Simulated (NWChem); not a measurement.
C2H8BNO; SMILES CNBOC

```xyz
13

B      0.8017     0.0296     0.0000
H      1.9430    -0.3739     0.0000
N     -0.2625    -0.8888     0.0000
C     -0.1329    -2.3227     0.0000
H     -1.2203    -0.5573     0.0000
H     -0.5929    -2.7862    -0.8905
H     -0.5929    -2.7862     0.8905
H      0.9323    -2.5920     0.0000
O      0.6270     1.3854     0.0000
C     -0.6417     1.9675     0.0000
H     -1.2283     1.6878     0.8954
H     -0.5303     3.0619     0.0000
H     -1.2283     1.6878    -0.8954
```
Atoms are numbered in this order, from 1.

Coordinates come from a PBE0/def2-SVP optimisation. No frequency run checked for a minimum.

### Question
Give the principal values of the shielding tensors (ppm) of B1, N3, C4, O9, C10 from PBE0/pcSseg-1, GIAO (NWChem), with their diamagnetic and paramagnetic parts as GIAO splits them.

### Answer
| atom | σ11 | σ22 | σ33 | isotropic | diamagnetic | paramagnetic |
|---|---|---|---|---|---|---|
| B1 | 48.3 | 81.4 | 92.0 | 73.9 | 198.3 | -124.4 |
| N3 | 99.9 | 217.6 | 219.9 | 179.1 | 321.9 | -142.8 |
| C4 | 129.2 | 140.9 | 185.4 | 151.8 | 246.7 | -94.8 |
| O9 | 116.0 | 255.0 | 364.5 | 245.2 | 393.1 | -148.0 |
| C10 | 107.7 | 112.9 | 181.7 | 134.1 | 247.7 | -113.6 |
